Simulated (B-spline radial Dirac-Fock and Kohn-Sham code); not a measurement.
Dipole and non-dipole photoemission parameters of Ba 4d5/2

System: neutral barium in the configuration [Xe] 6s2; threshold 89.90 eV (tabulated edge). Model: Dirac-Hartree-Slater photoionisation with a Latter tail; cross sections with all multipoles, angular parameters from the dipole term and its interference with E2. Program: a B-spline atomic structure program.

Input of the calculation (task.json; shells as n, l, electrons):

```json
{"items": [{
  "Z": 56,
  "q": 0,
  "cfg": [[1, 0, 2], [2, 0, 2], [2, 1, 6], [3, 0, 2], [3, 1, 6], [3, 2, 10], [4, 0, 2], [4, 1, 6], [4, 2, 10], [5, 0, 2], [5, 1, 6], [6, 0, 2]],
  "A": 138,
  "rrms": 4.8378,
  "do": "xps",
  "hv": [52.1, 60.6, 92.2, 100, 126.0, 127.0, 134.0, 165.0, 166.0, 233.0, 400, 465.0, 600, 727.0, 800, 1020.0, 1050.0, 1170.0, 1280.0, 1486.9, 1610.0, 1890.0, 2000, 2550.0, 2984.4, 9130.0, 10500.0, 10900.0, 12000, 13300.0],
  "edges": {"K": 37441.0, "L1": 5989.0, "L2": 5624.0, "L3": 5247.0, "M1": 1293.0, "M2": 1137.0, "M3": 1063.0, "M4": 795.7, "M5": 780.5, "N1": 253.5, "N2": 192.0, "N3": 178.6, "N4": 92.6, "N5": 89.9}
}]}
```

Launch: `python xray2_run.py task.json out`

For linearly polarised light dσ/dΩ = σ/(4π) [1 + β P₂(cos θ) + (δ + γ cos²θ) sin θ cos φ], with θ from the polarisation vector and φ the angle between the beam and the projection of the electron momentum on the plane normal to the polarisation.

| hν (eV) | σ (kb) | β | γ | δ |
| --- | --- | --- | --- | --- |
| 100 | 2840 | 0.087 | -0.003 | -0.001 |
| 126 | 641 | 1.664 | -0.121 | 0.002 |
| 127 | 605 | 1.671 | -0.136 | 0.004 |
| 134 | 413 | 1.540 | -0.264 | 0.028 |
| 165 | 252 | -0.768 | -0.403 | 0.149 |
| 166 | 255 | -0.798 | -0.390 | 0.149 |
| 233 | 485 | -0.135 | 0.101 | 0.054 |
| 400 | 479 | 0.845 | 0.049 | 0.000 |
| 465 | 415 | 0.987 | 0.011 | -0.001 |
| 600 | 297 | 1.159 | -0.029 | 0.003 |
| 727 | 217 | 1.244 | -0.032 | 0.008 |
| 800 | 183 | 1.275 | -0.024 | 0.011 |
| 1020 | 112 | 1.326 | 0.024 | 0.019 |
| 1050 | 105 | 1.330 | 0.033 | 0.020 |
| 1170 | 82.6 | 1.339 | 0.069 | 0.024 |
| 1280 | 67.1 | 1.341 | 0.105 | 0.027 |
| 1486.9 | 46.8 | 1.337 | 0.174 | 0.033 |
| 1610 | 38.4 | 1.331 | 0.216 | 0.037 |
| 1890 | 25.4 | 1.311 | 0.309 | 0.045 |
| 2000 | 21.8 | 1.302 | 0.344 | 0.049 |
| 2550 | 11.2 | 1.249 | 0.507 | 0.065 |
| 2984.4 | 7.09 | 1.207 | 0.620 | 0.078 |
| 9130 | 0.180 | 0.807 | 1.480 | 0.267 |
| 10500 | 0.108 | 0.753 | 1.577 | 0.307 |
| 10900 | ? | ? | ? | ? |
| 12000 | 0.0662 | 0.702 | 1.663 | 0.350 |
| 13300 | 0.0450 | 0.664 | 1.726 | 0.386 |

Problem. Give the values at 10900 eV.

Solution. σ = 0.0945 kb, β = 0.739, γ = 1.601, δ = 0.319.
